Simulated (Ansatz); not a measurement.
`CB(S)C[SiH3]` + `CO[SiH2][AlH2]` → `COB(C)S` + `[AlH2][SiH2]C[SiH3]`  (redistribution)

Calculated with Ansatz (gas phase, PBE0-D4/def2-TZVP geometries, no zero-point term in ΔE). CBS: MP2 limit from def2 TZ/QZ plus the TZ coupled-cluster correction, frozen cores. Functionals use def2-TZVPP. B3LYP here is the variant with VWN-RPA as its local correlation; programs differ in this. Each species was taken in one conformer, which may not be the lowest.

Problem. Is it downhill or uphill in electronic energy at CCSD(T)/CBS, and by how much? (Estimate.)

Solution. The calculation gave: Downhill: ΔE = -45.5 kJ/mol.

Problem. What do these levels give: r2SCAN-D4, PBE0-D4, B3LYP-D4, ωB97X-V, PBE0, B3LYP, HF/def2-TZVPP, MP2/def2-TZVPP, CCSD/def2-TZVPP, CCSD(T)/def2-TZVPP, HF/def2-QZVPP, CCSD/CBS(def2)? (Estimate.)

Solution. Ansatz gave: r2SCAN-D4 -53.4, PBE0-D4 -54.6, B3LYP-D4 -41.3, ωB97X-V -45.1, PBE0 -52.0, B3LYP -35.9, HF/def2-TZVPP -17.9, MP2/def2-TZVPP -44.0, CCSD/def2-TZVPP -40.7, CCSD(T)/def2-TZVPP -45.6, HF/def2-QZVPP -17.1, CCSD/CBS(def2) -40.5 kJ/mol.

Largest T1 diagnostic among the species: 0.012.

In def2-TZVPP, CCSD(T) changes the Hartree–Fock value by −27.7 kJ/mol (the triples alone add −4.9 kJ/mol) and MP2 by −26.1 kJ/mol. The D4 term adds −5.4 kJ/mol with B3LYP and −2.5 kJ/mol with PBE0; it sums over pairs of atoms, weighted by their polarisabilities, and B3LYP, whose exchange is more repulsive, gets the larger term.
